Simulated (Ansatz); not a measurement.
```xyz
10

O    -1.523   -1.943    0.701
B    -0.464   -1.105    0.531
Cl    1.047   -1.603    1.332
N    -0.459    0.091   -0.206
Ge    0.992    1.224   -0.431
H    -2.325   -1.656    0.261
H    -1.308    0.382   -0.664
H     0.458    2.368   -1.310
H     1.454    1.759    0.929
H     2.129    0.482   -1.143
```

Charge 0, multiplicity 1.

(1) List the CAM-B3LYP/def2-TZVPP orbital energies in eV (the Gaussian-basis code of Ansatz). (Best estimate.)

Answers

(1) Computed: Occupied: -10852.44, -2763.93, -1356.67, -1207.63, -1207.62, -1207.61, -523.01, -391.43, -258.73, -197.77, -197.65, -197.62, -187.38, -171.51, -121.83, -121.79, -121.77, -35.45, -35.39, -35.36, -35.30, -35.29, -30.48, -25.76, -24.38, -17.78, -17.40, -16.16, -13.78, -12.85, -12.40, -11.71, -11.56, -11.21, -10.38, -10.20, -9.36. Lowest empty: 0.88, 1.84, 2.03, 2.17, 2.56, 3.11, 3.26, 3.68.
